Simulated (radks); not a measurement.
Results of a calculation; reference values are marked as such.
Q: Valence configurations of Lu+ (all share [Xe]). Level of theory: Dirac Kohn-Sham, PBE, spin-unpolarised, spherical densities, point nucleus; open shells are shared between the two j in proportion to 2j + 1 (a radial shooting solver on a logarithmic mesh with Libxc functionals). Order these by energy: 4f14 5d1 6s1; 4f13 5d1 6s2; 4f13 6s2 6p1; 4f13.5 5d2 6p0.5; 4f14 6s2; 4f13.5 5d1 6s1 6p0.5; 4f14 6s1 6p1; 4f14 5d2; 4f13 6s1 6p2; 4f13 5d2 6s1.

A: From the lowest, in eV above it: 4f14 6s2 0.000; 4f14 5d1 6s1 2.110; 4f14 6s1 6p1 4.514; 4f14 5d2 4.634; 4f13.5 5d1 6s1 6p0.5 8.358; 4f13.5 5d2 6p0.5 10.153; 4f13 5d1 6s2 12.164; 4f13 5d2 6s1 13.402; 4f13 6s2 6p1 16.784; 4f13 6s1 6p2 22.102. NIST lists [Xe] 4f14 6s2 as the ground configuration; this level of theory agrees among the configurations tried. The energies are those of spherical spin-averaged densities, not of single terms.
